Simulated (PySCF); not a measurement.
Molecule: `C(CB)(F)(F)F`, C$_{2}$H$_{4}$BF$_{3}$.

Atoms are numbered as in `[BH2:1][CH2:2][C:3]([F:4])([F:5])[F:6]` (H(Xn): hydrogen on atom n).

Spin–spin couplings on one PBE0-D3(BJ)/def2-SVP geometry, PySCF 2.14, gas phase, non-relativistic, equivalent pairs averaged (spin–dipole term only in couplings to heteroatoms); isotopes ¹³C, ¹⁹F, ¹¹B, ¹H; functional B3LYP.

Problem. How do the couplings (Hz) change with the basis set? Times are CPU seconds on shared hosts with different chips, so compare them loosely. Far from the basis limit: pcJ-0, 6-31G*, def2-TZVP, cc-pVTZ.

Solution. 
```
basis set  functions  ¹J(C3,F4)  ¹J(B1,H(B1))  ¹J(C2,H(C2))  ¹J(C2,C3)  ¹J(B1,C2)  ²J(F4,F5)  ²J(H(C2),H(C2))  core-s
    pcJ-0         90     -466.8         127.5         106.8       47.4       37.2      -48.0            -21.3       –
   6-31G*         92     -257.6         149.6         137.6       83.4       56.2      120.5            -22.2       –
    pcJ-1        202     -339.2         141.9         122.7       66.2       48.6       61.8            -22.2      19
def2-TZVP        210     -370.5         136.1         116.0       65.9       49.3       27.7            -18.8       –
  cc-pVTZ        236     -318.2         138.9         106.9       57.6       44.9       45.4            -18.6       –
```

The Fermi-contact term samples the wavefunction at the nucleus, which is why sets with added tight s functions (names with J) are made for couplings.
